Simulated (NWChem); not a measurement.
A series in which one site is exchanged, each optimised at PBE0/def2-SVP with NWChem, gas phase unless a solvent is named. All stand in one matching conformer (torsions within 35°), which need not be the lowest. For some, no frequency run checked for a minimum. def2 effective core potentials on Cd, Te; no spin-orbit coupling.

A: C[O][Mg][SiH3] (CH₆MgOSi; site = Mg)
B: C[O][Cd][SiH3] (CH$_{6}$CdOSi; site = Cd)
C: CO[Te][SiH3] (CH$_{6}$OSiTe; site = Te)

```tsv
quantity	A	B	C
dipole (D), PBE0/def2-SVP	(withheld)	1.40	1.40
orbital gap (eV), PBE0/def2-SVP	(withheld)	5.84	4.47
static polarisability, PBE0/def2-SVPD (bohr³)	(withheld)	84.1	91.0
lowest singlet excitation, PBE0/def2-SVPD, TDA (eV)	(withheld)	4.63	2.94
```

Q: Fill in the missing entries.

A: 
- dipole (D), PBE0/def2-SVP, A: 0.49
- orbital gap (eV), PBE0/def2-SVP, A: 6.21
- static polarisability, PBE0/def2-SVPD (bohr³), A: 80.0
- lowest singlet excitation, PBE0/def2-SVPD, TDA (eV), A: 4.99
